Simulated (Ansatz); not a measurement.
Geometry optimisation, RKS r2SCAN-D4/6-31G* (Ansatz 0.2.0).

Input:

```yaml
crystal:
  periodic: [false, false, false]
  atoms:
    - { symbol: Si, position_ang: [0.21576, -0.492538, -0.610467] }
    - { symbol: H, position_ang: [-0.452419, 0.05485, 1.91725] }
    - { symbol: H, position_ang: [1.288669, -0.164232, -1.603659] }
    - { symbol: "N", position_ang: [-0.503235, 1.046569, -0.2983] }
    - { symbol: H, position_ang: [-1.309347, 1.14228, 0.307851] }
    - { symbol: H, position_ang: [0.065379, 1.882791, -0.29277] }
    - { symbol: "N", position_ang: [-1.089281, -1.514745, -1.105425] }
    - { symbol: H, position_ang: [-1.020856, -2.520172, -1.002991] }
    - { symbol: H, position_ang: [-1.603642, -1.256318, -1.941543] }
    - { symbol: P, position_ang: [1.369251, -1.561826, 0.939492] }
    - { symbol: H, position_ang: [0.31512, -2.376316, 1.436358] }
    - { symbol: H, position_ang: [1.828479, -2.543675, 0.008696] }
    - { symbol: H, position_ang: [-0.362277, -0.341767, 2.496407] }
basis:
  gaussian: { orbitals: "6-31G*" }
hamiltonian:
  xc: r2scan
  dispersion: d4
relax:
  f_tol: 0.03
  max_steps: 50
```

Run as:

```bash
$ ansatz run input.yaml --threads 2 --pin off --max-ram 3072MiB --backend cpu --events-out ev --progress --plain --runs-dir out
```

Task: Where does it end, and by what steps?

Result: The forces met the threshold. The force dipped under the threshold on the way, but the program's further checks kept it going. After 21 steps the energy has fallen by 0.257 eV; H13 moved furthest, 1.33 Å.

```csv
step,energy less start (eV),largest force component (eV/Å),accepted
0,0.0000,1.354,yes
1,-0.1622,0.205,yes
2,-0.2082,0.208,yes
3,-0.2338,0.098,yes
4,-0.2444,0.093,yes
5,-0.1583,1.017,no
6,-0.2488,0.047,yes
7,-0.2497,0.266,yes
8,-0.2515,0.085,yes
9,-0.2520,0.046,yes
10,-0.2531,0.020,yes
11,-0.2538,0.175,yes
12,-0.2545,0.083,yes
13,-0.2549,0.059,yes
14,-0.2553,0.036,yes
15,-0.2548,0.240,no
16,-0.2558,0.054,yes
17,-0.2560,0.092,yes
18,-0.2563,0.048,yes
19,-0.2562,0.059,no
20,-0.2566,0.015,yes
21,-0.2566,0.017,yes
```

```xyz
13
Properties=species:S:1:pos:R:3
Si 0.234 -0.578 -0.779
H -0.296 0.635 2.628
H 1.302 -0.013 -1.664
N -0.627 0.812 -0.230
H -1.420 0.700 0.390
H -0.131 1.675 -0.046
N -0.961 -1.611 -1.478
H -0.770 -2.597 -1.606
H -1.540 -1.249 -2.229
P 1.374 -1.780 0.781
H 0.234 -2.497 1.253
H 1.758 -2.813 -0.129
H -0.416 0.672 3.360
```

Whether the end is a true minimum wasn't checked by a vibrational analysis.

Time of the run: 110 s on 2 threads of Intel(R) Xeon(R) Platinum 8259CL CPU @ 2.50GHz (Skylake/Cascade Lake), with other jobs on the host, peak memory 0.19 GiB.
